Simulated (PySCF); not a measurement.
C3H8Se, singlet, at a GFN2-xTB geometry, atoms displaced at random by about 0.03 Å a coordinate; B3LYP/6-31G, gradient run with PySCF.

PySCF was given this input:
```python
from pyscf import gto, scf, dft

mol = gto.Mole()
mol.atom = '''
    Se   -0.83835796    0.16533531    0.51184925
    H    -1.78574953   -0.35177709   -0.54297180
    C     0.77814582    0.15541790   -0.74527506
    C     0.92498102   -1.25394378   -1.23038972
    C     1.95186103    0.67567169    0.13830071
    H     0.49447447    0.87373237   -1.49203433
    H     1.84234691   -1.28459587   -1.97384073
    H     1.14058957   -1.98996653   -0.43045339
    H     0.10349247   -1.62857460   -1.83556621
    H     1.69426143    1.60570398    0.54642509
    H     2.76685158    0.75964453   -0.51474438
    H     2.17979041   -0.00693046    0.94734781
'''
mol.basis = '6-31g'
mol.verbose = 4
mol.build()

mf = dft.RKS(mol)
mf.xc = 'b3lyp'
mf.grids.level = 1
mf.kernel()
g = mf.nuc_grad_method()
g.grid_response = True
grad = g.kernel()
```

Predict the main parts of the log of this PySCF run.


```
PySCF version 2.14.0

[INPUT] verbose = 4
[INPUT] num. atoms = 12
[INPUT] num. electrons = 60
[INPUT] charge = 0
[INPUT] spin (= nelec alpha-beta = 2S) = 0
[INPUT] symmetry False subgroup None
[INPUT] Mole.unit = angstrom
[INPUT] Symbol           X                Y                Z      unit          X                Y                Z       unit  Magmom
[INPUT]  1 Se    -0.838357960000   0.165335310000   0.511849250000 AA   -1.584266938749   0.312438454620   0.967254899564 Bohr   0.0
[INPUT]  2 H     -1.785749530000  -0.351777090000  -0.542971800000 AA   -3.374577538771  -0.664762356996  -1.026067995362 Bohr   0.0
[INPUT]  3 C      0.778145820000   0.155417900000  -0.745275060000 AA    1.470482484775   0.293697265855  -1.408365750869 Bohr   0.0
[INPUT]  4 C      0.924981020000  -1.253943780000  -1.230389720000 AA    1.747960798221  -2.369610319802  -2.325099597280 Bohr   0.0
[INPUT]  5 C      1.951861030000   0.675671690000   0.138300710000 AA    3.688482779911   1.276834444222   0.261350464733 Bohr   0.0
[INPUT]  6 H      0.494474470000   0.873732370000  -1.492034330000 AA    0.934421323889   1.651114885467  -2.819536252149 Bohr   0.0
[INPUT]  7 H      1.842346910000  -1.284595870000  -1.973840730000 AA    3.481531086339  -2.427534375047  -3.730018393212 Bohr   0.0
[INPUT]  8 H      1.140589570000  -1.989966530000  -0.430453390000 AA    2.155401907835  -3.760491738751  -0.813439016491 Bohr   0.0
[INPUT]  9 H      0.103492470000  -1.628574600000  -1.835566210000 AA    0.195572424255  -3.077559967423  -3.468717420406 Bohr   0.0
[INPUT] 10 H      1.694261430000   1.605703980000   0.546425090000 AA    3.201690086114   3.034340759324   1.032593767691 Bohr   0.0
[INPUT] 11 H      2.766851580000   0.759644530000  -0.514744380000 AA    5.228591713520   1.435520113724  -0.972725902359 Bohr   0.0
[INPUT] 12 H      2.179790410000  -0.006930460000   0.947347810000 AA    4.119206883853  -0.013096671317   1.790227905606 Bohr   0.0

nuclear repulsion = 259.628171478722
number of shells = 42
number of NR pGTOs = 188
number of NR cGTOs = 70
basis = 6-31g
ecp = {}

******** <class 'pyscf.dft.rks.RKS'> ********
method = RKS
initial guess = minao
damping factor = 0
level_shift factor = 0
DIIS = <class 'pyscf.scf.diis.CDIIS'>
diis_start_cycle = 1
diis_space = 8
diis_damp = 0
SCF conv_tol = 1e-09
SCF conv_tol_grad = None
SCF max_cycles = 50
direct_scf = True
direct_scf_tol = 1e-13
XC library pyscf.dft.libxc version 7.1.2
    S. Lehtola, C. Steigemann, M. J. T. Oliveira, and M. A. L. Marques,  SoftwareX 7, 1–5 (2018)
XC functionals = b3lyp
    P. J. Stephens, F. J. Devlin, C. F. Chabalowski, and M. J. Frisch,  J. Phys. Chem. 98, 11623 (1994)
radial grids:
    Treutler-Ahlrichs [JCP 102, 346 (1995); DOI:10.1063/1.469408] (M4) radial grids

becke partition: Becke, JCP 88, 2547 (1988); DOI:10.1063/1.454033
pruning grids: <function nwchem_prune>
grids dens level: 1
symmetrized grids: False
atomic radii adjust function: <function treutler_atomic_radii_adjust>
small_rho_cutoff = 0
Set gradient conv threshold to 3.16228e-05
Initial guess from minao.
tot grids = 42648
init E= -2519.50013043922
  HOMO = -0.269081238387553  LUMO = -0.0634120259202038  gap/eV = 5.59654
cycle= 1 E= -2520.26860018263  delta_E= -0.768  |g|= 0.393  |ddm|= 2.99
  HOMO = -0.17612740582999  LUMO = 0.0311599481119273  gap/eV = 5.64058
cycle= 2 E= -2520.26066311558  delta_E= 0.00794  |g|= 0.439  |ddm|= 1.02
  HOMO = -0.218339103612282  LUMO = 0.00180273984814416  gap/eV = 5.99036
cycle= 3 E= -2520.31123859752  delta_E= -0.0506  |g|= 0.0115  |ddm|= 0.523
  HOMO = -0.221477263170475  LUMO = 0.000499214120619929  gap/eV = 6.04029
cycle= 4 E= -2520.31126278956  delta_E= -2.42e-05  |g|= 0.00868  |ddm|= 0.0432
  HOMO = -0.22023333083088  LUMO = 0.000908514801724714  gap/eV = 6.01758
cycle= 5 E= -2520.31128533844  delta_E= -2.25e-05  |g|= 0.00289  |ddm|= 0.0167
  HOMO = -0.220187113740478  LUMO = 0.00111601091188307  gap/eV = 6.02196
cycle= 6 E= -2520.31128715636  delta_E= -1.82e-06  |g|= 0.00072  |ddm|= 0.00311
  HOMO = -0.220261520006247  LUMO = 0.00103917997628811  gap/eV = 6.02190
cycle= 7 E= -2520.31128730024  delta_E= -1.44e-07  |g|= 0.000128  |ddm|= 0.00105
  HOMO = -0.220280535286959  LUMO = 0.00103215750757801  gap/eV = 6.02223
cycle= 8 E= -2520.3112873049  delta_E= -4.65e-09  |g|= 1.55e-05  |ddm|= 0.000182
  HOMO = -0.220276485064704  LUMO = 0.0010344879835964  gap/eV = 6.02218
cycle= 9 E= -2520.31128730497  delta_E= -7.09e-11  |g|= 6.91e-06  |ddm|= 3.5e-05
  HOMO = -0.220277056156047  LUMO = 0.00103445779766709  gap/eV = 6.02219
Extra cycle  E= -2520.31128730498  delta_E= -6.82e-12  |g|= 8.39e-06  |ddm|= 1.57e-05
converged SCF energy = -2520.31128730498

******** <class 'pyscf.grad.rks.Gradients'> for <class 'pyscf.dft.rks.RKS'> ********
unit = Eh/Bohr
grid_response = True
--------------- RKS gradients ---------------
         x                y                z
0 Se     0.0093008349    -0.0016271130     0.0007734047
1 H    -0.0019770497    -0.0016248876    -0.0045126566
2 C     0.0099509152     0.0033704764    -0.0397447670
3 C    -0.0509321163     0.0142163106     0.0366331484
4 C     0.0315250874     0.0310485286     0.0158997294
5 H    -0.0034724072    -0.0052428654     0.0125164097
6 H     0.0258760781     0.0014023730    -0.0246526792
7 H     0.0029146802    -0.0093305097     0.0044309790
8 H     0.0081498627    -0.0015167244    -0.0010862644
9 H     0.0041817571    -0.0318089636    -0.0122583081
10 H    -0.0337541442    -0.0056499140     0.0155029010
11 H    -0.0017634982     0.0067632890    -0.0035018969
----------------------------------------------
```
